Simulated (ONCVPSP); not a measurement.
## bismuth (Bi): one change to an ONCV potential, before and after

| Item | Value |
| --- | --- |
| Element | bismuth (Bi) |
| Generator | ONCVPSP 4.0.1 |
| Type | optimised norm-conserving Vanderbilt (ONCV) |
| Functional | BLYP |
| Relativity | scalar-relativistic |
| Frozen core | [Xe] 4f14 5d10 |
| Valence charge | 5 |
| Reference configuration | 6s2 6p3 |
| Partial waves | 6s: rc 1.80 bohr, ncon 4, nbas 8, qcut 3.1 1/bohr, 2 projectors, debl 3.6 Ha; 6p: rc 2.45 bohr, ncon 5, nbas 8, qcut 4 1/bohr, 2 projectors, debl 3.6 Ha; d scattering state at 0.1 Ha: rc 2.65 bohr, ncon 3, nbas 7, qcut 3.5 1/bohr, 2 projectors, debl 3.9 Ha |
| Local potential | polynomial inside 1.60 bohr (lpopt 5, dvloc0 2 Ha) |
| Core correction | polynomial model core, fcfact 0.65 |

Change: local potential polynomial inside 1.60 bohr (lpopt 5, dvloc0 7.5 Ha).

Cutoffs: the cutoffs (Ha) at which the residual kinetic energy of the hardest occupied pseudo-wave falls to 1 and 0.1 mHa per electron; they do not see the model core or the augmentation charge, which bear on the density cutoff. Errors are all-electron minus pseudo energies relative to the spin-unpolarised reference configuration.

Task: Predict the effect on cutoff, ghosts and configuration errors.

Result: The potential gets neither clearly harder nor softer (18 Ha and 44 Ha → 18 Ha and 44 Ha); the lowest positive-energy flag moves from s at 49.7 eV to s at 127.2 eV; the errors of the 4 common tests hardly move; the range in which the s phases agree widens (upper end 1.8 → 4.4); neither file shows a bound ghost.

| quantity | base | changed |
| --- | --- | --- |
| cutoff, loose | 18 Ha | 18 Ha |
| cutoff, tight | 44 Ha | 44 Ha |
| bound ghosts | none | none |
| GHOST(+) flags under 300 eV | s at 49.7 eV, p at 115.7 eV, d at 126.5 eV | s at 127.2 eV |
| error for 6s2 6p2, meV [ΔE 7.82 eV] | -12 | -12 |
| error for 6s2 6p1, meV [ΔE 23.04 eV] | -71 | -71 |
| error for 6s2 6p0, meV [ΔE 46.46 eV] | -225 | -226 |
| error for 6s1 6p0, meV [ΔE 91.94 eV] | -735 | -735 |
| s: phases at 1.83 bohr within 0.05 rad from the reference energy up to (Ha; the scan ends near 5) | 1.8 | 4.4 |
| p: phases at 2.49 bohr within 0.05 rad from the reference energy up to (Ha; the scan ends near 5) | 4.1 | to the end of the scan |
| d: phases at 2.69 bohr within 0.05 rad from the reference energy up to (Ha; the scan ends near 5) | 0.4 | 0.4 |
| rms error of d²Exc/dni dnj with the model core, mHa | 0.74 | 0.74 |
